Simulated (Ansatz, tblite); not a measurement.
Forces on the cluster Mg₃Te₃ at its PBE0-D4/def2-SVP geometry. The state is a singlet with charge 0.

In the def2 sets Te takes a core potential; there is no spin–orbit coupling. The xTB rows come from tblite. The restricted singlet is unstable towards broken spin symmetry in Hartree–Fock (as tested in another run); at PBE-D4/def2-TZVP this wasn't settled. Another isomer (singlet) lies 1.98 eV lower at PBE0-D4/def2-TZVP; other spin states weren't run for this one.

GFN1-xTB (tblite), largest force 1.13 eV/Å:

```xyz
6
positions Å, forces eV/Å
Mg    0.950   -0.660    1.185   -0.222    0.105   -0.193
Mg   -2.276    0.159   -0.966    0.184    0.317    0.050
Mg   -0.011    1.741   -0.406   -0.006   -0.537   -0.057
Te   -0.752   -2.287   -0.304    0.931    0.620   -0.146
Te    1.182   -0.742   -1.624   -0.780   -0.117    0.700
Te    0.907    1.790    2.116   -0.107   -0.388   -0.354
```

GFN2-xTB (tblite), largest force 0.59 eV/Å:

```
Mg 0.095 0.217 0.201
Mg 0.264 0.532 0.017
Mg -0.511 -0.269 -0.109
Te 0.196 -0.046 0.042
Te -0.016 -0.128 -0.045
Te -0.028 -0.306 -0.107
```

PBE-D4/def2-TZVP (Ansatz), largest force 0.08 eV/Å:

```
Mg -0.003 -0.029 -0.061
Mg 0.008 -0.021 0.001
Mg 0.043 -0.053 -0.041
Te -0.023 -0.001 0.025
Te -0.018 0.054 0.009
Te -0.007 0.050 0.067
```
